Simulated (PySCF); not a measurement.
Species: C5H12GeO2.
SMILES with atom numbers: `[CH3:1][CH:2]([CH3:3])[C@H:4]1[CH2:5][O:6][GeH2:7][O:8]1` (hydrogens: H9, H10, H11 on C1; H12 on C2; H13, H14, H15 on C3; H16 on C4; H17, H18 on C5; H19, H20 on Ge7)

Method: PySCF 2.14.0, PBE0-D3(BJ)/def2-SVP geometry optimisation, gas phase; density fitting, grid level 1; the optimiser is geomeTRIC in internal coordinates, started from a GFN2-xTB structure with every atom displaced at random (about 0.01 Å).

Step 0: E = -65962.1077 eV
```
atom  x, y, z in Å  |  force x, y, z in eV/Å
C1     -0.5450    1.8690   -0.8200   -1.531   0.453   0.309
C2     -0.7098    0.3837   -0.6366    0.998  -0.178   1.187
C3     -1.6660    0.0823    0.5197    0.454   0.489  -0.268
C4      0.6853   -0.2977   -0.3958   -1.604   0.223  -0.086
C5      1.6083   -0.1781   -1.6107    0.537   0.987   0.768
O6      2.5338    0.8760   -1.3859    0.137  -0.017  -0.558
Ge7     2.6459    1.2847    0.3361   -0.392   0.211  -0.683
O8      1.3229    0.2090    0.7494   -0.640  -0.406   0.461
H9      0.1333    2.1334   -1.6047    0.744   0.226  -0.780
H10    -1.5329    2.3277   -1.0656    0.419  -0.126   0.044
H11    -0.2228    2.3545    0.1065    0.175   0.021   0.203
H12    -1.1104   -0.0513   -1.5432   -0.227  -0.329  -0.669
H13    -2.6320    0.5874    0.3710   -0.019  -0.026   0.068
H14    -1.8336   -0.9832    0.6227   -0.185  -0.603   0.023
H15    -1.2113    0.4289    1.4580   -0.070   0.096   0.084
H16     0.4585   -1.3492   -0.1965    0.101  -0.418  -0.006
H17     1.0587    0.0598   -2.5180   -0.314  -0.085  -0.408
H18     2.1471   -1.1047   -1.7321    0.452  -0.766  -0.318
H19     2.3376    2.7454    0.5164   -0.082   0.595   0.123
H20     3.8730    0.8253    1.0154    1.049  -0.349   0.507
```

Step 1: E = -65962.2792 eV
```
atom  x, y, z in Å  |  force x, y, z in eV/Å
C1     -0.5706    1.8947   -0.8348    0.191   0.066  -0.130
C2     -0.7029    0.3918   -0.6243   -0.127  -0.094  -0.153
C3     -1.6544    0.0880    0.5252   -0.019  -0.115   0.034
C4      0.6433   -0.3075   -0.3979    0.062   0.084  -0.070
C5      1.6248   -0.1673   -1.5922   -0.128  -0.252  -0.131
O6      2.4967    0.9216   -1.4125    0.063   0.144   0.225
Ge7     2.6386    1.2828    0.3355   -0.114  -0.294   0.268
O8      1.2758    0.1716    0.7757    0.507   0.396  -0.077
H9      0.1197    2.1549   -1.6576   -0.070  -0.080   0.108
H10    -1.5462    2.3426   -1.0672   -0.074   0.021   0.002
H11    -0.1997    2.3794    0.0818   -0.006   0.019   0.014
H12    -1.1218   -0.0517   -1.5537    0.066   0.045   0.150
H13    -2.6358    0.5645    0.3760    0.021   0.001  -0.008
H14    -1.8178   -0.9978    0.6378    0.004   0.073  -0.015
H15    -1.2296    0.4570    1.4706   -0.002   0.016   0.018
H16     0.4420   -1.3826   -0.2404   -0.010   0.005  -0.028
H17     1.0512   -0.0126   -2.5241    0.065  -0.022   0.036
H18     2.2043   -1.1072   -1.7137   -0.042   0.133   0.050
H19     2.3488    2.7831    0.6013    0.041  -0.254  -0.049
H20     3.9742    0.7978    1.0002   -0.429   0.109  -0.243
```

Step 2: E = -65962.3035 eV
```
atom  x, y, z in Å  |  force x, y, z in eV/Å
C1     -0.5704    1.8926   -0.8470    0.015   0.030  -0.043
C2     -0.7042    0.3908   -0.6229   -0.025  -0.002   0.011
C3     -1.6496    0.0896    0.5334    0.019  -0.013   0.014
C4      0.6462   -0.3006   -0.4003   -0.027  -0.052  -0.040
C5      1.6239   -0.1581   -1.5943   -0.034  -0.067   0.007
O6      2.4877    0.9381   -1.4020    0.028   0.090  -0.013
Ge7     2.6300    1.2744    0.3446   -0.057  -0.104   0.088
O8      1.2820    0.1757    0.7746    0.115   0.112  -0.033
H9      0.1176    2.1349   -1.6719   -0.007  -0.013   0.019
H10    -1.5484    2.3401   -1.0813    0.003  -0.002   0.008
H11    -0.1962    2.3882    0.0631   -0.008   0.001   0.001
H12    -1.1229   -0.0594   -1.5433    0.007  -0.004   0.024
H13    -2.6317    0.5631    0.3829    0.000   0.006  -0.003
H14    -1.8100   -0.9938    0.6518    0.001   0.005  -0.007
H15    -1.2239    0.4667    1.4760   -0.005   0.004  -0.004
H16     0.4480   -1.3764   -0.2450   -0.010  -0.004  -0.014
H17     1.0586   -0.0073   -2.5296    0.017  -0.004   0.003
H18     2.2121   -1.0887   -1.7096    0.006   0.018   0.024
H19     2.3499    2.7566    0.6282   -0.008   0.013  -0.006
H20     3.9421    0.7764    0.9785   -0.028  -0.014  -0.036
```

Task: Estimate the geometry and energy of step 3. (The exact step hangs on the optimiser's Hessian estimate; all steps are aligned on step 2, rigid shifts and turns removed.)

Result: E = -65962.3057 eV, largest force 0.062 eV/Å
```
atom  x, y, z in Å  |  force x, y, z in eV/Å
C1     -0.5742    1.8907   -0.8559   -0.006  -0.001  -0.013
C2     -0.7066    0.3895   -0.6227    0.015   0.022   0.024
C3     -1.6471    0.0922    0.5381    0.009   0.006   0.004
C4      0.6453   -0.3003   -0.4026   -0.007  -0.026  -0.025
C5      1.6251   -0.1518   -1.5936   -0.001  -0.007   0.018
O6      2.4814    0.9522   -1.3977   -0.019   0.036  -0.047
Ge7     2.6287    1.2695    0.3515   -0.008   0.000   0.023
O8      1.2823    0.1757    0.7728   -0.017   0.008   0.014
H9      0.1122    2.1264   -1.6827    0.006   0.003   0.001
H10    -1.5530    2.3363   -1.0901    0.001  -0.003   0.002
H11    -0.1990    2.3921    0.0505   -0.001   0.001   0.002
H12    -1.1270   -0.0660   -1.5385   -0.008  -0.012  -0.004
H13    -2.6300    0.5645    0.3877   -0.001   0.001   0.000
H14    -1.8061   -0.9906    0.6609   -0.002  -0.004   0.000
H15    -1.2198    0.4747    1.4776   -0.001   0.000  -0.002
H16     0.4487   -1.3768   -0.2493   -0.003   0.001  -0.013
H17     1.0641   -0.0047   -2.5314    0.006  -0.007  -0.006
H18     2.2214   -1.0770   -1.7044    0.010  -0.004   0.015
H19     2.3550    2.7502    0.6489   -0.003   0.010   0.002
H20     3.9392    0.7560    0.9669    0.029  -0.021   0.006
```

The energy changes by -0.0022 eV. The first-order estimate −F·Δx gives -0.0034 eV and the mean of the old and new forces, exact on a quadratic surface, -0.0022 eV. The step makes an angle of 77° with the force vector and moves no atom by more than 0.024 Å.

What follows is the cost of the whole optimisation. Hardware: one thread of an Intel Xeon at 2.50 GHz, shared host with 64 logical CPUs at a one-minute load of 63. Cost: 5.8 min wall, 0.93 GiB resident at most.
